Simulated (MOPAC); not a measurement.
MOPAC input (PM3):

```
PM3 1SCF CHARGE=-1 GEO-OK AUX(PRECISION=9) THREADS=1
HTe

Te   -0.00000000 1   -0.00000000 1   -0.03158065 1
H     0.00000000 1    0.00000000 1    1.64219355 1
```

From the last part of the output:

```
                                                       MOPAC v23.2.5 Linux

          FINAL HEAT OF FORMATION =        -29.71699 KCAL/MOL =    -124.33589 KJ/MOL

          COSMO AREA              =         74.56 SQUARE ANGSTROMS
          COSMO VOLUME            =         59.98 CUBIC ANGSTROMS

          IONIZATION POTENTIAL    =          2.682419 EV
          HOMO LUMO ENERGIES (EV) =         -2.682  6.899
          NO. OF FILLED LEVELS    =          4
          MOLECULAR WEIGHT        =        128.6079         POINT GROUP:  C*v

          MOLECULAR DIMENSIONS (Angstroms)

            Atom       Atom       Distance
            H     2   Te     1     1.67377
            H     2   Te     1     0.00000
           Te     1    H     2     0.00000

          SCF CALCULATIONS        =          1

   ATOM   CHEMICAL          X               Y               Z
  NUMBER   SYMBOL      (ANGSTROMS)     (ANGSTROMS)     (ANGSTROMS)

     1      Te         -0.00000000  *  -0.00000000  *  -0.03158065  *
     2       H          0.00000000  *   0.00000000  *   1.64219355  *

                             CARTESIAN COORDINATES

   1   Te       -0.000000000    -0.000000000    -0.031580650
   2    H        0.000000000     0.000000000     1.642193550

           Empirical Formula: H Te  =     2 atoms

      MOLECULAR POINT GROUP   :   C*v

                  EIGENVALUES
  -6.51904  -2.93913  -2.93913  -2.68242   6.89883

              NET ATOMIC CHARGES AND DIPOLE CONTRIBUTIONS

  ATOM NO.   TYPE          CHARGE      No. of ELECS.   s-Pop       p-Pop
    1         Te          -0.808134        6.8081     1.98149     4.82664
    2          H          -0.191866        1.1919     1.19187
 DIPOLE           X         Y         Z       TOTAL
 POINT-CHG.     0.000     0.000    -1.479     1.479
 HYBRID        -0.000     0.000     0.261     0.261
 SUM           -0.000     0.000    -1.219     1.219

          ATOMIC ORBITAL ELECTRON POPULATIONS

     Atom    s        px        py        pz
    1 Te   1.98149   2.00000   2.00000   0.82664
    2  H   1.19187

 **********************
 *                    *
 * JOB ENDED NORMALLY *
 *                    *
 **********************

 == MOPAC DONE ==
```

The dipole moment of an ion depends on the origin.
